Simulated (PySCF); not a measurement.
The calculation used core-valence-separated Tamm–Dancoff BHandHLYP/aug-pcX-1 (pcseg-1 on H, def2-SVPD on Si, def2-SVPD on Ge) in PySCF, non-relativistic, gas phase, PBE0-D3(BJ)/def2-SVP geometry. No empirical shift is added; at this level the pattern usually sits a few eV under experiment.

Main lines of an unknown, eV (oscillator strength): C K: 285.3 (0.010), 285.4 (0.005), 285.8 (0.026), 285.9 (0.035), 286.0 (0.027); N K: 398.7 (0.007), 399.9 (0.039), 400.0 (0.033), 400.5 (0.013). Listed: the first five lines at most of each edge with a tenth or more of its strongest line's intensity; roots within 0.03 eV on the same or equivalent atoms are summed. Only the lowest roots were sought, and the top ones are left out.

Problem. Which candidate gives them?
A. `C[SiH]([NH][GeH3])C`
B. `CC[N]([SiH3])[GeH3]`
C. `CN(C)[SiH2][GeH3]`
D. `C[CH2][Ge@@H]([NH2])[SiH3]`

Solution. D. 

- `C[CH2][Ge@@H]([NH2])[SiH3]`: C K: 285.3 (0.010), 285.4 (0.005), 285.8 (0.026), 285.9 (0.035), 286.0 (0.027); N K: 398.7 (0.007), 399.9 (0.039), 400.0 (0.033), 400.5 (0.013). First C line listed at 285.3 eV, hole on the methyl carbon; first N line listed at 398.7 eV, hole on the nitrogen bonded to Ge and 2 H.
- `C[SiH](C)[NH][GeH3]`: C K: 285.6 (0.026), 285.8 (0.060), 285.8 (0.032), 286.8 (0.007); N K: 398.7 (0.007), 399.5 (0.032), 400.5 (0.012), 400.6 (0.013), 400.8 (0.005). First C line listed at 285.6 eV, hole on the Si-methyl carbon; first N line listed at 398.7 eV, hole on the silicon-bound nitrogen.
- `CC[N]([SiH3])[GeH3]`: C K: 285.3 (0.009), 286.1 (0.028), 286.1 (0.028), 286.4 (0.020), 287.0 (0.035); N K: 399.0 (0.014), 400.1 (0.025), 400.3 (0.011), 400.6 (0.005), 400.6 (0.008). First C line listed at 285.3 eV, hole on the methyl carbon; first N line listed at 399.0 eV, hole on the silicon-bound nitrogen.
- `CN(C)[SiH2][GeH3]`: C K: 286.2 (0.026), 286.8 (0.051), 287.0 (0.058), 287.1 (0.043); N K: 399.7 (0.011), 400.7 (0.006), 400.7 (0.002), 401.0 (0.007), 401.3 (0.006). First C line listed at 286.2 eV, hole on the N-methyl carbon; first N line listed at 399.7 eV, hole on the silicon-bound nitrogen.

One conformer each; other structures than these candidates weren't tested.

Shape of the structure used: `[CH3:1][CH2:2][Ge@@H:3]([NH2:4])[SiH3:5]`: C1–C2–Ge3–N4 -61°, H–N4–Ge3–C2 -59°, H–N4–Ge3–C2 68°.
